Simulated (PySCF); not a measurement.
## From computed data to an observable: dipole moment from atomic charges

C2H5FSe, SMILES CC[Se]F. Atoms are numbered in the order given.

```xyz
9

Se     0.0942     0.2477     0.7058
F      1.3150     0.8278    -0.4471
C     -0.5737    -1.1554    -0.4454
C     -1.1208    -0.6447    -1.7624
H     -1.3459    -1.6483     0.1713
H      0.2411    -1.8811    -0.5878
H     -0.3451    -0.0837    -2.3028
H     -1.9793     0.0249    -1.6069
H     -1.4421    -1.4846    -2.3987
```

Geometry optimised at PBE0-D3(BJ)/def2-SVP. This is a generated structure with no PubChem entry under its InChIKey; it may be hypothetical. One conformer was computed; it need not be the lowest.

Charges (e) from PBE/def2-TZVP (PySCF):

```
atom     IAO  ESP fit
----  ------  -------
Se1    0.491    0.011
F2    -0.463   -0.159
C3    -0.377   -0.093
C4    -0.435   -0.199
H5     0.161    0.135
H6     0.160    0.079
H7     0.160    0.097
H8     0.151    0.061
H9     0.151    0.068
```

The dipole moment of the full density is 2.38 D.

Question: What dipole moment does each set of point charges give, and which comes closer to that of the density?

Answer: 
μ = Σ q r, and 1 e Å = 4.8032 D.
IAO: Σ q r = (-0.609, -0.346, 0.448) e Å, |μ| = 3.99 D.
ESP fit: Σ q r = (-0.347, -0.372, -0.037) e Å, |μ| = 2.45 D.
ESP fit comes closer in size. Point charges leave out the atoms' own dipoles (lone pairs, polarised bonds); fits to the potential absorb them, partitions of the density don't.
